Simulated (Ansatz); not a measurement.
C$_{2}$H$_{5}$AlCl, SMILES `C[CH2][Al][Cl]` radical at its PBE0-D4/def2-TZVP geometry, where that method's forces vanish. Charge 0, multiplicity 2.

```xyz
9

C    -0.6644    0.6400   -0.2717
C     0.7398    0.3007    0.2181
Al    1.0656   -1.6249    0.5484
Cl   -0.5169   -2.9564    0.0592
H    -1.4280    0.3424    0.4502
H    -0.7768    1.7151   -0.4443
H    -0.9005    0.1301   -1.2082
H     1.5027    0.6244   -0.5010
H     0.9786    0.8286    1.1492
```

(1) What forces (eV/Å) does ωB97M-V/def2-TZVPP give on these atoms in Ansatz 0.2.0? (Best estimate.)

## Answers

(1) The calculation gave: 
```
C1  -0.211  0.068 -0.076
C2   0.216  0.040  0.062
Al3  0.082  0.031  0.031
Cl4 -0.075 -0.034 -0.026
H5   0.055  0.017 -0.049
H6   0.004 -0.094  0.013
H7   0.019  0.032  0.066
H8  -0.066 -0.022  0.054
H9  -0.025 -0.039 -0.076
```
